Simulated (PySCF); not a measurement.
A side-by-side comparison of computed properties.

First species: C2H7O2P.
Geometry (GFN2-xTB, Å), atoms numbered from 1 in this order:
```xyz
12
C2H7O2P angstrom
C      1.0277   -0.0279   -1.1843
P      0.2640    0.2489    0.4543
C     -1.1798   -0.8710    0.5430
O      1.1781    0.2025    1.6021
O     -0.4075    1.7137    0.3065
H      0.3035    0.1413   -1.9738
H      1.8592    0.6646   -1.2902
H      1.4042   -1.0454   -1.2315
H     -1.6753   -0.7080    1.4969
H     -1.8676   -0.6702   -0.2712
H     -0.8340   -1.8991    0.4957
H     -0.0715    2.2500    1.0264
```

Second species: 1-chloro-3-ethynylbenzene, C8H5Cl.
Bonds: C1–C2 (triple), C2–C3, C3–C4 (aromatic), C4–C5 (aromatic), C5–C6 (aromatic), C6–C7 (aromatic), C7–Cl8, C7–C9 (aromatic), C3–C9 (aromatic). Hydrogens: H10 on C1; H11 on C4; H12 on C5; H13 on C6; H14 on C9.

Levels: CAM-B3LYP/def2-SVPD for dipole moment, HOMO energy, LUMO energy, HOMO–LUMO gap, static isotropic polarisability and electronic spatial extent ⟨r²⟩ about the centre of nuclear charge; TDDFT CAM-B3LYP/def2-SVPD for lowest singlet excitation; TDA CAM-B3LYP/def2-SVPD for lowest triplet excitation (Tamm–Dancoff); GFN2-xTB for rotational constant A and rotational constant C. Geometries: GFN2-xTB. Each species is one conformer at its optimised geometry, gas phase, non-relativistic unless stated. Electronic properties by PySCF.

Dipoles, sizes and rotational constants follow the conformer. The torsions of the flexible species, by atom-mapped SMILES:
- `[CH3:1][P:2]([CH3:3])(=[O:4])[OH:5]`: H–O5–P2–C1 -126°

```json
{"property": "dipole moment", "column X": "3.02 D", "column Y": "1.56 D"}
{"property": "HOMO energy", "column X": "-9.39 eV", "column Y": "-8.30 eV"}
{"property": "LUMO energy", "column X": "0.96 eV", "column Y": "-0.32 eV"}
{"property": "HOMO–LUMO gap", "column X": "10.35 eV", "column Y": "7.98 eV"}
{"property": "lowest singlet excitation", "column X": "7.47 eV", "column Y": "5.05 eV"}
{"property": "lowest triplet excitation (Tamm–Dancoff)", "column X": "7.29 eV", "column Y": "3.59 eV"}
{"property": "static isotropic polarisability", "column X": "54.8 au", "column Y": "106.8 au"}
{"property": "electronic spatial extent ⟨r²⟩ about the centre of nuclear charge", "column X": "502 bohr²", "column Y": "1538 bohr²"}
{"property": "rotational constant A", "column X": "4.074 GHz", "column Y": "2.793 GHz"}
{"property": "rotational constant C", "column X": "3.641 GHz", "column Y": "0.679 GHz"}
```

Question: Which column belongs to which species?

Answer: Column X is the first species and column Y the second. The first has 12 atoms and 50 electrons, the second 14 and 70.

Question: How does each property change from the first species to the second?

Answer: dipole moment -1.46 D; HOMO energy +1.09 eV; LUMO energy -1.28 eV; HOMO–LUMO gap -2.37 eV; lowest singlet excitation -2.42 eV; lowest triplet excitation (Tamm–Dancoff) -3.70 eV; static isotropic polarisability +52.0 au; electronic spatial extent ⟨r²⟩ about the centre of nuclear charge +1036 bohr²; rotational constant A -1.281 GHz; rotational constant C -2.962 GHz.

On the first: The vertical singlet–triplet gap S1 − T1 is 0.18 eV (TDDFT singlet less Tamm–Dancoff triplet; S1: HOMO→LUMO, weight 0.91; T1: HOMO→LUMO, weight 0.86).

On the second: The polarisability is 15.83 Å³ as a volume (1 au = 0.148185 Å³), or 1.53 au for each of the 70 electrons. S1 lies 2.93 eV below the HOMO–LUMO gap; its leading configuration is HOMO−1→LUMO, weight 0.39, beside HOMO→LUMO+1, weight 0.34.
